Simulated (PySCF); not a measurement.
Mapped SMILES: `[CH2:1]=[CH:2][c:3]1[o:4][cH:5][c:6]([CH3:7])[p:8]1`. Each H is labelled by its parent atom. Ha(C1) is cis to C3; Hb(C1) is trans to C3.

Level of theory: shieldings: GIAO PBE0/pcSseg-1, coordinates at the GFN2-xTB level, in PySCF 2.14 (equivalent nuclei averaged, relativity neglected, one conformer, isolated molecule).

Referencing at the same level of theory: ¹³C against TMS.

Do the ¹³C shifts follow the atomic charges (in e)? Tabulate both.

## Answers


```json
{"atoms": "C3", "hybridisation": "sp2", "δ (ppm)": "206.5", "σ para (ppm)": "-284", "Hirshfeld": "+0.01", "IAO": "-0.04", "Mulliken": "-0.09", "ESP-fitted": "+0.19"}
{"atoms": "C5", "hybridisation": "sp2", "δ (ppm)": "149.6", "σ para (ppm)": "-216", "Hirshfeld": "+0.00", "IAO": "+0.01", "Mulliken": "+0.27", "ESP-fitted": "-0.22"}
{"atoms": "C6", "hybridisation": "sp2", "δ (ppm)": "148.6", "σ para (ppm)": "-232", "Hirshfeld": "-0.08", "IAO": "-0.23", "Mulliken": "-0.67", "ESP-fitted": "+0.22"}
{"atoms": "C2", "hybridisation": "sp2", "δ (ppm)": "138.3", "σ para (ppm)": "-204", "Hirshfeld": "-0.06", "IAO": "-0.15", "Mulliken": "-0.17", "ESP-fitted": "-0.13"}
{"atoms": "C1", "hybridisation": "sp2", "δ (ppm)": "120.3", "σ para (ppm)": "-189", "Hirshfeld": "-0.09", "IAO": "-0.30", "Mulliken": "-0.14", "ESP-fitted": "-0.43"}
{"atoms": "C7", "hybridisation": "sp3", "δ (ppm)": "14.5", "σ para (ppm)": "-71", "Hirshfeld": "-0.12", "IAO": "-0.42", "Mulliken": "-0.12", "ESP-fitted": "-0.57"}
```

Correlation coefficients of δ with charge over these carbons: Hirshfeld +0.80, IAO +0.83, Mulliken -0.01, ESP-fitted +0.82; with the paramagnetic shielding -1.00. Among the 5 sp2 carbons alone: Hirshfeld +0.76, IAO +0.63, Mulliken +0.09, ESP-fitted +0.72. With so few points, grouped by hybridisation, these coefficients are fragile. Charge is one influence among several: hybridisation and low-lying excitations act through the paramagnetic term.

Shifts are as computed. Against solution values, carbons near 30 ppm lie about +3 ppm off and those near 130 ppm about +5 ppm. Of 1211 compounds with measured shifts, 218 miss one by over three times the rms of a fit or turn the order of signals round; such compounds aren't used in these exercises.
